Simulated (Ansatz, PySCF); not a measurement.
This PySCF input computes a CAM-B3LYP/def2-TZVPD energy:

```python
from pyscf import gto, scf, dft

mol = gto.M(
    atom='''
    C    -2.30216103   -0.14361102   -0.01517461
    C    -0.81955221   -0.21059360    0.14467125
    C    -0.04262457   -0.98401896    0.92325785
    C     1.35786221   -0.82421183    0.86431402
    C     1.66925917    0.15436180   -0.03626931
    S     0.26024611    0.83179191   -0.76578990
    H    -2.68972312    0.84420241    0.24237733
    H    -2.77143781   -0.87445481    0.64196590
    H    -2.60594004   -0.36330563   -1.04073074
    H     2.08039212   -1.38367695    1.43799478
    H     2.64606964    0.51700598   -0.31376392
    ''',
    basis='def2-tzvpd',
    charge=0,
    spin=1,
    verbose=4,
)

mf = dft.UKS(mol, xc='camb3lyp').density_fit(auxbasis='def2-universal-jkfit')
mf.grids.level = 3
mf.conv_tol = 1e-9
mf.max_cycle = 100
mf.max_memory = 1500
mf.kernel()
if not mf.converged:
    mf = mf.newton()
    mf.kernel(mf.make_rdm1())
for _ in range(2):
    mo, _, stable, _ = mf.stability(return_status=True)
    if stable:
        break
    mf.kernel(mf.make_rdm1(mo, mf.mo_occ))
mf.analyze()
```

**Question.** Write an input for the same energy in Ansatz (an electronic-structure program) and say what it gives.

**Answer.** 
Ansatz 0.2 input:
```yaml
crystal:
  periodic: [false, false, false]
  atoms:
    - {symbol: C, position_ang: [-2.30216103, -0.14361102, -0.01517461]}
    - {symbol: C, position_ang: [-0.81955221, -0.21059360, 0.14467125]}
    - {symbol: C, position_ang: [-0.04262457, -0.98401896, 0.92325785]}
    - {symbol: C, position_ang: [1.35786221, -0.82421183, 0.86431402]}
    - {symbol: C, position_ang: [1.66925917, 0.15436180, -0.03626931]}
    - {symbol: S, position_ang: [0.26024611, 0.83179191, -0.76578990]}
    - {symbol: H, position_ang: [-2.68972312, 0.84420241, 0.24237733]}
    - {symbol: H, position_ang: [-2.77143781, -0.87445481, 0.64196590]}
    - {symbol: H, position_ang: [-2.60594004, -0.36330563, -1.04073074]}
    - {symbol: H, position_ang: [2.08039212, -1.38367695, 1.43799478]}
    - {symbol: H, position_ang: [2.64606964, 0.51700598, -0.31376392]}
basis:
  gaussian:
    orbitals: def2-TZVPD
hamiltonian:
  xc: {name: CAM-B3LYP}
magnetization: {spin_polarized: true, initial_magnetization: 1}
output: {forces: true}
```
It gives -591.61341 Eh, and PySCF -591.61348 Eh, a difference of 0.07 mEh, from the treatment of integrals and grids.

It need not be the lowest isomer of its formula.
